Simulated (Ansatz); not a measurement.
F₂H₄SSi₂, SMILES `F[SiH2]S[SiH2]F`. The species carries charge 0 and has multiplicity 1. All single points use the PBE0-D4/def2-TZVP geometry. It is one conformer, not always the lowest.

```xyz
9

F     0.256    1.828   -1.665
Si    1.073    1.069   -0.524
S    -0.129    0.807    1.207
Si   -1.084   -0.999    0.628
F    -0.189   -2.260    1.022
H     2.216    1.922   -0.138
H     1.487   -0.240   -1.076
H    -1.280   -1.040   -0.838
H    -2.350   -1.086    1.384
```

**Question.** What is the dipole moment at r2SCAN/def2-TZVPP? (Estimate.)

**Answer.** The calculation gave: 0.11 D, with components (0.01, -0.06, -0.09) D in this frame, pointing from negative to positive charge.

**Question.** And with PBE, B3LYP, ωB97M-V? (Estimate.)

**Answer.** Computed: PBE 0.07 D, B3LYP 0.07 D, ωB97M-V 0.09 D.

**Question.** Give the Mulliken charges with r2SCAN, B3LYP, ωB97M-V in def2-TZVPP. (Best estimate.)

**Answer.** Ansatz gave: 
| atom | r2SCAN | B3LYP | ωB97M-V |
| --- | --- | --- | --- |
| F1 | -0.31 | -0.31 | -0.30 |
| Si2 | 0.60 | 0.58 | 0.47 |
| S3 | -0.31 | -0.30 | -0.26 |
| Si4 | 0.60 | 0.58 | 0.47 |
| F5 | -0.31 | -0.31 | -0.30 |
| H6 | -0.07 | -0.06 | -0.02 |
| H7 | -0.07 | -0.06 | -0.02 |
| H8 | -0.07 | -0.06 | -0.02 |
| H9 | -0.07 | -0.06 | -0.02 |

B3LYP here is the variant with VWN-RPA as its local correlation; programs differ in this.
